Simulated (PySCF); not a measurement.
B3LYP has the VWN-RPA correlation part, as in Gaussian. Delta-SCF ions had no search for a lower state. Excitations are Tamm–Dancoff values on a coarser integration grid. The basis has no diffuse functions, so Rydberg states are missing or too high.

**C2H3NSi, SMILES `C=[si]1cn1` (charge 0, multiplicity 1)**

Method: B3LYP-D3(BJ)/def2-TZVP in PySCF.

| Item | Value |
|---|---|
| HOMO | -6.36 eV |
| dipole moment | 1.76 D |
| HOMO–LUMO gap | 4.63 eV |
| LUMO | -1.73 eV |
| S1 excitation (TDA) | 3.71 eV |
| S1 oscillator strength | 0.001 |
| T1 excitation (TDA) | 2.90 eV |
| S1–T1 gap (TDA) | 0.81 eV |
| vertical ionisation energy (Delta-SCF) | 8.70 eV |
| total energy | -422.2250 Ha |
| cost | roughly 70 core-seconds |

```xyz
7

C     -1.1021     1.1700     0.3794
Si     0.0111    -0.0242    -0.0394
C      1.3563    -1.1396    -0.1894
N      0.4670    -1.3398    -1.1141
H     -0.9239     1.8157     1.2259
H     -2.0091     1.3065    -0.1912
H      2.2926    -1.6735    -0.0289
```
Charge 0, spin multiplicity 1.
